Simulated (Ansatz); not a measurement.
Gas-phase electronic energies from Ansatz, PBE0-D4/def2-TZVP geometries. CCSD(T)/CBS is the MP2 limit (def2-TZVPP, def2-QZVPP) plus CCSD(T) − MP2 in def2-TZVPP, frozen cores. This one scheme is used for every species. DFT in def2-TZVPP. HSE06 is defined as in plane-wave codes. Open shells (•) are unrestricted, without spin–orbit coupling. One conformer a species, not always the lowest.

Reaction (hydrogen abstraction from the Al–H bond): `[CH3][AlH][O][SiH3]` + `[OH]`• → `[CH3][Al][O][SiH3]`• + H₂O

`[CH3][AlH][O][SiH3]`:

Z-matrix (Å, degrees):
```
C
Al 1 1.942
H 1 1.093 2 112.4
H 1 1.096 2 110.3 3 -119.5
H 1 1.094 2 111.7 3 122.1
O 2 1.688 1 119.8 3 22.6
H 2 1.582 1 124.0 3 -158.2
Si 6 1.621 2 169.7 1 -4.7
H 8 1.489 6 110.8 2 -9.3
H 8 1.488 6 110.1 2 110.7
H 8 1.488 6 110.2 2 -129.3
```

`[OH]`•:

Cartesian coordinates in Å:
```
O -0.035 0.133 -0.467
H 0.035 -0.133 0.467
```

`[CH3][Al][O][SiH3]`•:

Cartesian coordinates in Å:
```
C -1.333 0.095 2.004
Al -0.161 -1.018 0.884
O 0.448 -0.292 -0.523
Si 1.241 -0.012 -1.913
H -0.778 0.980 2.330
H -2.183 0.434 1.403
H -1.709 -0.429 2.884
H 2.109 -1.166 -2.275
H 2.096 1.197 -1.776
H 0.270 0.213 -3.017
```

H₂O:

Cartesian coordinates in Å:
```
O 0.079 0.380 -0.028
H 0.389 -0.325 -0.601
H -0.468 -0.055 0.629
```

```json
{"level": "LDA (SPW92)", "ΔE (kJ/mol)": "-216.0"}
{"level": "PBE-D4", "ΔE (kJ/mol)": "-176.6"}
{"level": "PBE0-D4", "ΔE (kJ/mol)": "-158.6"}
{"level": "HSE06", "ΔE (kJ/mol)": "-159.0"}
{"level": "CCSD/def2-SVP", "ΔE (kJ/mol)": "-124.4"}
{"level": "HF/def2-TZVPP", "ΔE (kJ/mol)": "-76.7"}
{"level": "SCS-MP2/def2-TZVPP", "ΔE (kJ/mol)": "-155.5"}
{"level": "MP2/CBS(def2)", "ΔE (kJ/mol)": "-184.1"}
```

Problem. What does CCSD(T)/CBS give? (An estimate is asked.)

Solution. The calculation gave: -156.4 kJ/mol. The listed levels differ from it by -59.6, -20.2, -2.2, -2.6, 32.0, 79.7, 0.9, -27.7 kJ/mol.

Largest T1 diagnostic among the species: 0.014.

From r2SCAN to r2SCAN0 (25 % exact exchange), in def2-TZVPP and without D4, ΔE moves by +11.0 kJ/mol. In def2-TZVPP, CCSD(T) changes the Hartree–Fock value by −71.0 kJ/mol (the triples alone add −7.7 kJ/mol) and MP2 by −98.7 kJ/mol. At CCSD(T), def2-SVP lies +27.8 kJ/mol from the extrapolated value and def2-TZVPP +8.7 kJ/mol.
